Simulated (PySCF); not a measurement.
Input of a run (PBE/def2-SVP geometry optimisation, gas phase (PySCF 2.14.0)), started from GFN2-xTB:
```
{"job": {"xc": "PBE", "basis": "def2-SVP", "grid": 1, "kind": "geom"}, "charge": 0, "multiplicity": 1}
Si     2.582635    -0.290470     0.127116
C      0.691667    -0.221743     0.036063
C      0.027389     0.989141    -0.051208
C     -1.349383     1.137482    -0.116745
C     -2.221746     0.061176    -0.100878
C     -1.796554    -1.247992    -0.020915
P     -0.142707    -1.757755     0.073019
H      3.088921    -1.058910    -1.011907
H      3.100314     1.079597     0.084988
H      2.975458    -0.941715     1.378483
H      0.628702     1.891621    -0.069332
H     -1.758088     2.136423    -0.182328
H     -3.285678     0.257706    -0.153979
H     -2.541606    -2.035034    -0.014543
```

Output (energies in Eh, forces in Eh/bohr):
```
step   0  E = -824.66145054  max force = 0.016882
step   1  E = -824.66650251  max force = 0.002535
step   2  E = -824.66653883  max force = 0.000497
step   3  E = -824.66654105  max force = 0.000303
optimisation converged
```

Question: Summarise the run.

Answer: The energy falls by 0.139 eV over 4 energy and gradient evaluations, the largest force component goes from 0.0169 to 3.0e-04 Eh/bohr, and the atoms move by 0.044 Å rms after alignment. Among the bonds, Si1–H8, Si1–H9 and Si1–H10 change most and about equally (+0.041 Å). Bonds longer at the end by more than 0.005 Å: 13 of 14; shorter: 0. Among the angles that change most is C2–Si1–H10, from 109.0° to 111.2°. The energy never rose by more than 1e-6 Eh on the way. The first step brought 99 % of the lowering.

Question: What are the final bond lengths?

Answer: Si1–C2 1.896 Å, C2–C3 1.409 Å, C3–C4 1.406 Å, C4–C5 1.405 Å, C5–C6 1.401 Å, C6–P7 1.751 Å, C2–P7 1.766 Å, Si1–H8 1.505 Å, Si1–H9 1.506 Å, Si1–H10 1.505 Å, C3–H11 1.105 Å, C4–H12 1.101 Å, C5–H13 1.103 Å, C6–H14 1.104 Å. Numbering counts from 1 in the input's order; the species is `[SiH3]C1=CC=CC=P1`.

The run used 141 basis functions and 32 SCF cycles in all.

No frequency check.
